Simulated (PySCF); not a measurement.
4,4-dichlorobut-1-ene (C4H6Cl2), SMILES ClC(CC=C)Cl.

The structure is a stationary point at PBE-D3(BJ)/def2-SVP. One conformer was computed; it need not be the lowest.

These are PBE-D3(BJ)/def2-SVP run with PySCF values and carry that method's errors.

Frequencies are harmonic and unscaled.

```csv
mode,ν (cm⁻¹),IR (km/mol),moving atoms (share of kinetic energy)
1,75,0.1,"C 55 %, H 30 %, Cl 15 %"
2,96,0.7,"C 53 %, H 24 %, Cl 23 %"
3,193,0.3,"H 35 %, C 33 %, Cl 32 %"
4,250,2.2,"Cl 67 %, C 27 %"
5,339,1.7,"Cl 50 %, C 39 %, H 11 %"
6,347,4.3,"C 43 %, Cl 29 %, H 28 %"
7,451,4.1,"H 51 %, C 46 %"
8,605,12.1,"H 48 %, C 43 %, Cl 9 %"
9,648,57.5,"C 58 %, H 23 %, Cl 19 %"
10,748,87.7,"C 75 %, H 14 %, Cl 11 %"
11,881,21.8,"H 67 %, C 32 %"
12,909,31.7,"H 73 %, C 27 %"
13,931,1.9,"C 55 %, H 44 %"
14,996,14.6,"H 91 %, C 9 %"
15,1026,9.2,"C 65 %, H 34 %"
16,1092,14.8,"H 54 %, C 46 %"
17,1173,3.5,"H 72 %, C 28 %"
18,1180,12.4,"H 88 %, C 11 %"
19,1233,15.6,"H 79 %, C 21 %"
20,1261,1.9,"H 84 %, C 16 %"
21,1288,5.9,"H 68 %, C 32 %"
22,1375,2.9,"H 88 %, C 12 %"
23,1393,8.4,"H 86 %, C 14 %"
24,1674,5.3,"C 88 %, H 12 %"
25,2976,5.7,H 95 %
26,3037,2.2,"H 91 %, C 9 %"
27,3065,3.5,"H 92 %, C 8 %"
28,3068,5.9,H 95 %
29,3094,3.7,"H 92 %, C 8 %"
30,3169,7.1,"H 89 %, C 11 %"
```
